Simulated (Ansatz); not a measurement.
C3H10SSi, SMILES `CC(C)S[SiH3]`. Total charge 0; spin multiplicity 1. All single points use the PBE0-D4/def2-TZVP geometry. It is one conformer, not always the lowest.

```xyz
15

C     0.729    1.124    0.575
C    -0.391    0.109    0.460
C    -1.000   -0.221    1.811
S     0.187   -1.475   -0.276
Si    0.470   -0.907   -2.302
H     1.532    0.738    1.207
H     0.352    2.048    1.023
H     1.157    1.372   -0.398
H    -1.174    0.492   -0.200
H    -1.379    0.690    2.281
H    -1.824   -0.930    1.715
H    -0.250   -0.657    2.477
H     0.723   -2.166   -3.046
H     1.619    0.016   -2.502
H    -0.751   -0.234   -2.823
```

(1) What is the dipole moment at PBE/def2-TZVPP? (An estimate is asked.)

(2) And with r2SCAN, B3LYP, ωB97M-V? (An estimate is asked.)

(3) Give the Mulliken charges with PBE, B3LYP, ωB97M-V in def2-TZVPP. (Best estimate.)

Results:

(1) Computed: 1.60 D, with components (-0.46, 1.45, 0.50) D in this frame, pointing from negative to positive charge.

(2) Ansatz gave: r2SCAN 1.69 D, B3LYP 1.60 D, ωB97M-V 1.59 D.

(3) Ansatz gave: 
| atom | PBE | B3LYP | ωB97M-V |
| --- | --- | --- | --- |
| C1 | -0.22 | -0.23 | -0.27 |
| C2 | 0.04 | 0.03 | -0.11 |
| C3 | -0.25 | -0.25 | -0.31 |
| S4 | -0.22 | -0.24 | -0.18 |
| Si5 | 0.22 | 0.29 | 0.16 |
| H6 | 0.08 | 0.08 | 0.11 |
| H7 | 0.08 | 0.08 | 0.10 |
| H8 | 0.08 | 0.08 | 0.10 |
| H9 | 0.08 | 0.08 | 0.12 |
| H10 | 0.08 | 0.08 | 0.10 |
| H11 | 0.10 | 0.10 | 0.12 |
| H12 | 0.09 | 0.09 | 0.12 |
| H13 | -0.04 | -0.05 | -0.01 |
| H14 | -0.05 | -0.07 | -0.03 |
| H15 | -0.05 | -0.07 | -0.03 |

B3LYP here is the variant with VWN-RPA as its local correlation; programs differ in this.
